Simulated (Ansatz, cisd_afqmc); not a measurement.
System: H₃S₂, charge 1, singlet. H3S2+ (SMILES [SH2+]S).
B3LYP-D3(BJ)/def2-TZVP minimum from Ansatz (a first-principles code):
```
S
H 1 1.3566
H 1 1.3566 2 94.20
S 1 2.0776 2 101.00 3 -102.08
H 4 1.3496 1 91.36 2 -131.73
```
Charge +1, spin multiplicity 1.

Total energies in cc-pV(D+d)Z, 14 correlated electrons, 10 frozen orbitals. Open shells are spin-unrestricted; no spin-orbit coupling. Cores are frozen in correlated methods. No relativity. AFQMC is phaseless with a CISD trial state; ± is one standard error, without the phaseless bias. Outlying blocks are dropped, and bars are widened where a walk drifts. Over all cases where full CI ran beside it in this data, AFQMC minus full CI had a median of +0.1 mEh and passed +0.4 mEh in a tenth of the cases.

| method | program | energy (Eh) | minus CCSDT(Q) (mEh) |
|---|---|---|---|
| HF | Ansatz | -796.51631 | 325.08 |
| MP2 | Ansatz | -796.78977 | 51.62 |
| CCSD | Ansatz | -796.83040 | 10.99 |
| CCSD(T) | Ansatz | -796.83970 | 1.69 |
| CCSDT(Q) | Ansatz | -796.84139 | 0.00 |
| AFQMC/CISD | cisd_afqmc | -796.8406 ± 0.0004 | 0.8 ± 0.4 |

Rough core times of Ansatz's runs on a shared machine: CCSD(T) under 20 s, CCSDT(Q) 50 s.
